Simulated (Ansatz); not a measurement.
Cd9H24Se9, a nanocrystal cut from wurtzite CdSe (hydrogen-capped). Total charge 0; triplet. Geometry r2SCAN-D4/def2-SVP, that of the neutral singlet; atoms count from 1.

| atom | x (Å) | y (Å) | z (Å) |
| --- | --- | --- | --- |
| Cd1 | -2.2121 | -3.6541 | 4.3480 |
| Se2 | 1.0220 | -2.7042 | 3.8746 |
| Se3 | -1.9080 | -1.7210 | 1.8366 |
| Cd4 | -1.7597 | 0.9240 | 2.4803 |
| Cd5 | 2.8732 | -1.1044 | 2.1819 |
| Se6 | 1.1988 | 1.0486 | 2.1561 |
| Se7 | -2.2613 | 2.2020 | 0.1252 |
| Cd8 | -3.0166 | 5.2771 | 0.4520 |
| Cd9 | 2.5265 | 2.7573 | 0.4959 |
| Se10 | 0.3487 | 4.7817 | 0.6017 |
| Cd11 | -1.0489 | -2.9693 | -0.4295 |
| Se12 | 1.7586 | -2.0184 | -0.1336 |
| Se13 | -1.6395 | -1.2004 | -2.4183 |
| Cd14 | -1.4507 | 1.5190 | -2.3867 |
| Cd15 | 3.1383 | -0.5953 | -2.0069 |
| Se16 | 1.4421 | 1.5150 | -1.6767 |
| Cd17 | -1.6015 | -2.4727 | -5.3363 |
| Se18 | 1.5354 | -1.7187 | -4.2478 |
| H19 | -2.4889 | -2.4072 | 5.4460 |
| H20 | -1.9965 | -5.0678 | 3.4580 |
| H21 | 1.5801 | -2.2123 | 5.1455 |
| H22 | 1.8916 | -3.8924 | 3.9000 |
| H23 | -3.3325 | -1.7026 | 1.4647 |
| H24 | -2.0274 | 1.5722 | 4.0223 |
| H25 | 4.4442 | -1.2624 | 2.7779 |
| H26 | 1.6210 | 1.6447 | 3.4337 |
| H27 | -3.6382 | 1.7023 | -0.0236 |
| H28 | -3.1677 | 5.2027 | 2.1279 |
| H29 | -2.9642 | 5.6055 | -1.1992 |
| H30 | 4.0137 | 3.5325 | 0.6847 |
| H31 | 0.8917 | 5.4698 | 1.7851 |
| H32 | 1.0245 | 5.7198 | -0.3104 |
| H33 | -0.8928 | -4.6446 | -0.6257 |
| H34 | 2.5191 | -3.2741 | -0.2383 |
| H35 | -3.0990 | -1.2494 | -2.2300 |
| H36 | -1.5337 | 2.5228 | -3.7486 |
| H37 | 4.7733 | -0.6300 | -2.4240 |
| H38 | 2.0119 | 2.3921 | -2.7120 |
| H39 | -1.4834 | -4.0614 | -4.7895 |
| H40 | -1.7518 | -0.9951 | -6.1308 |
| H41 | 2.4175 | -2.8815 | -4.4436 |
| H42 | 2.2419 | -0.9503 | -5.2867 |

In the def2 sets Cd takes a core potential; there is no spin–orbit coupling. Single mean-field runs in def2-TZVP are fitted with def2-universal-jkfit. At PBE0-D4/def2-TZVP a singlet of charge 0 lies 4.42 eV below the triplet at the same geometry.

Problem. Estimate the Mulliken populations of the heavy atoms from the PBE0/def2-TZVP orbitals of Ansatz.

Solution. 
| atom | charge (e) | spin (α − β) | d electrons |
| --- | --- | --- | --- |
| Cd1 | 0.26 | 0.02 | 9.94 |
| Se2 | -0.24 | 0.00 | – |
| Se3 | -0.44 | 0.18 | – |
| Cd4 | 0.47 | 0.09 | 9.98 |
| Cd5 | 0.47 | 0.06 | 9.98 |
| Se6 | -0.57 | 0.00 | – |
| Se7 | -0.44 | 0.18 | – |
| Cd8 | 0.26 | 0.02 | 9.94 |
| Cd9 | 0.47 | 0.06 | 9.98 |
| Se10 | -0.24 | 0.00 | – |
| Cd11 | 0.41 | 0.12 | 9.98 |
| Se12 | -0.57 | 0.00 | – |
| Se13 | -0.36 | 0.33 | – |
| Cd14 | 0.41 | 0.12 | 9.98 |
| Cd15 | 0.48 | 0.04 | 9.98 |
| Se16 | -0.57 | 0.00 | – |
| Cd17 | 0.26 | 0.05 | 9.94 |
| Se18 | -0.25 | 0.00 | – |
Mulliken values depend strongly on the basis.

Problem. Where does the spin sit?

Solution. Summed by element: Cd 0.58, Se 0.68, H 0.74, of 2 unpaired in all. Largest on single atoms: Se13 0.33, Se7 0.18, Se3 0.18.

Problem. And the Mayer bond orders between heavy atoms (over 0.3)?

Solution. Se3–Cd4 0.43 (2.73 Å); Se3–Cd11 0.39 (2.73 Å); Cd4–Se7 0.43 (2.73 Å); Cd5–Se6 0.40 (2.73 Å); Cd5–Se12 0.40 (2.73 Å); Se6–Cd9 0.40 (2.73 Å); Se7–Cd14 0.39 (2.73 Å); Cd9–Se16 0.41 (2.73 Å); Cd11–Se13 0.39 (2.73 Å); Se12–Cd15 0.41 (2.73 Å); Se13–Cd14 0.39 (2.73 Å); Cd15–Se16 0.41 (2.73 Å).
